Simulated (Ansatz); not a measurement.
## Abstraction of F: SiH(CH3)F2 + SF → SiH(CH3)F + SF2

Species: SiH(CH3)F2, singlet; SF (Monosulfur monofluoride), doublet; SiH(CH3)F, doublet; SF2 (sulfur difluoride) `FSF`, singlet. A radical takes F: the energy is the difference in strength between the Si–F bond broken and the S–F bond made.

Shapes, held fixed at every level: PBE0-D4/def2-TZVP. Programs: Ansatz 0.2.0. The zero-point and thermal change to 298 K, harmonic and unscaled (PBE0-D4/def2-TZVP), is -4.7 kJ/mol.

| level | kind | ΔH(298 K) (kJ/mol) | less CCSD(T)/CBS estimate |
| --- | --- | --- | --- |
| HF/def2-SVP | Hartree–Fock | +349.1 | +43.6 |
| HF/def2-TZVPP | Hartree–Fock | +338.9 | +33.4 |
| PBE-D4/def2-TZVPP | GGA | +263.0 | -42.5 |
| B3LYP-D4/def2-TZVPP | global hybrid | +293.9 | -11.6 |
| wB97M-V/def2-TZVPP | range-separated hybrid | +297.6 | -7.9 |
| MP2/def2-SVP | perturbation theory | +323.5 | +18.0 |
| CCSD/def2-TZVPP | coupled cluster or CI | +317.4 | +11.9 |
| CCSD(T)/CBS estimate | coupled cluster or CI | +305.5 | 0.0 |

The highest level, CCSD(T)/CBS estimate, gives ΔH(298 K) = +305.5 kJ/mol; the levels span +263.0 to +349.1. The column of differences is taken from that level and isn't an error. No measured value is set beside it here. Open shells run unrestricted unless RO is named. The CBS estimate extrapolates MP2 from def2-TZVPP and def2-QZVPP and adds CCSD(T) − MP2 in the triple-zeta set, cores frozen.
